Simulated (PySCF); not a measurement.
## Correlation energy of Zr⁺ (zirconium, charge +1)

[Kr] 4d2 5s1, high-spin 4F determinant. Computed with PySCF 2.14 in def2-TZVPPD with the def2 core potential (28 electrons), with scalar relativity through the core potential. Frozen: nothing; 11 electrons correlated.

| level | correlation energy (mhartree) |
| --- | --- |
| CCSD | -227.83 |
| (T) | -5.14 |
| CCSD(T) | -232.97 |

Diagnostics: T1 = 0.0093, D1 = 0.0348, largest double amplitude 0.025.

**Question.** Is a single reference adequate?

**Answer.** Yes, within this model without spin-orbit coupling: T1 lies below 0.03 and no double amplitude reaches 0.07.

The basis has no tight functions for the innermost shells, so their pair energies are far from complete.

This basis was not built for core-valence correlation, so the inner-shell part is incomplete.
